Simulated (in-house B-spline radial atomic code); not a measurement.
A calculation on I: its settings, and results tabulated from the run. Method: Dirac-Kohn-Sham LDA VWN5, spherical fractional occupations, Fermi nucleus of rms radius 4.75 fm, inside a hard spherical wall at 6.69 bohr. Calculated with an all-electron radial atomic-structure program (B-spline basis).

Command:
```bash
python run_scf.py task.json out
```
Settings (nuclear radius in fm, mass in u):
```
Z                53
configuration    [Ar] 3d10 4s2 4p5 4d10 4f1 5s2 5p5
hamiltonian      dirac
method           lda,vwn
spin_polarised   False
nucleus          fermi
rms_radius       4.75
atomic_mass      126.90447
speed_of_light   137.035999084
wall_radius      6.69
```

Output (hartree, bohr):
```
 radial grid: 64 intervals, B-splines of order 8, outer radius 6.69 bohr

 iter        energy (Eh)    residual
    1       -7103.811749    3.93e-01
    2       -7102.950616    3.58e-01
    3       -7107.788882    2.65e-02
    4       -7107.807912    4.45e-03
    5       -7107.808308    1.91e-03
    6       -7107.808528    1.21e-03
    7       -7107.808608    9.87e-05
    8       -7107.808608    3.76e-05
    9       -7107.808609    6.23e-07
   10       -7107.808609    8.59e-08

 total energy                     -7107.80861
 kinetic                            7531.8712
 electron-nucleus                 -17260.9874
 Hartree                            2796.3601
 exchange-correlation               -175.0526

 first-order corrections (not in the total)
   Gaunt                             6.0237
   retardation                      -0.6215
   frequency dependence             -0.0572
   self-energy                       4.1005
   Uehling                          -0.5598
   Wichmann-Kroll                    0.0128

 orbital      occ     eigenvalue          <r>       <r^2>       <1/r>     <1/r^2>     <1/r^3>       r_max    small
 1s1/2      2.000     -1210.4249    0.0272469  0.00100634     56.7813     7034.66           -     0.01755  3.80e-02
 2s1/2      2.000      -187.4277     0.116843   0.0161577     13.2519     826.064           -     0.09935  8.13e-03
 2p1/2      2.000      -175.9923     0.098497   0.0119367     13.2426     265.885           -     0.07613  8.17e-03
 2p3/2      4.000      -165.0266      0.10418   0.0132236     12.2124     203.214      5226.7     0.08094  7.76e-03
 3s1/2      2.000       -38.2013     0.314181    0.112954     4.72401     166.341           -      0.2861  2.41e-03
 3p1/2      2.000       -33.4612     0.304221    0.107577     4.63861     53.4565           -      0.2724  2.35e-03
 3p3/2      4.000       -31.3971     0.315797    0.115692     4.38396     41.2544      1005.3      0.2831  2.24e-03
 3d3/2      4.000       -23.0083     0.286489   0.0972323     4.24111     22.6393      161.01      0.2297  2.12e-03
 3d5/2      6.000       -22.5736     0.290141   0.0995799     4.17576     21.8057     148.902      0.2327  2.09e-03
 4s1/2      2.000        -7.0127     0.735501    0.611317     1.91781     37.1465           -      0.6786  7.04e-04
 4p1/2      1.667        -5.3461     0.766015    0.668667     1.81097     11.4714           -      0.6954  6.43e-04
 4p3/2      3.333        -4.9318     0.793706    0.717686      1.7279     8.91034     202.127      0.7195  6.07e-04
 4d3/2      4.000        -2.2334     0.894357    0.933717     1.48739     4.10632     25.1748      0.7653  4.70e-04
 4d5/2      6.000        -2.1668     0.905056    0.956188      1.4667     3.95133     23.0751      0.7737  4.61e-04
 4f5/2      0.429         0.3043      3.56219     14.4458    0.361472    0.212287    0.243333       4.062  3.75e-05
 4f7/2      0.571         0.3048       3.5729       14.51    0.359039    0.208235     0.23517       4.067  3.69e-05
 5s1/2      2.000        -0.7839      1.86911     3.95091    0.705498     5.77419           -       1.644  1.33e-04
 5p1/2      1.667        -0.3943      2.20147     5.53813    0.593248     1.46829           -        1.86  9.57e-05
 5p3/2      3.333        -0.3476      2.30245     6.05213    0.563629     1.13103     22.4352       1.941  8.74e-05
```

Time taken, with all properties: 1 s on 1 thread of Arm Neoverse V1, with other jobs on the host.

For the Dirac Hamiltonian the kinetic term is c α·p + (β - 1)c².
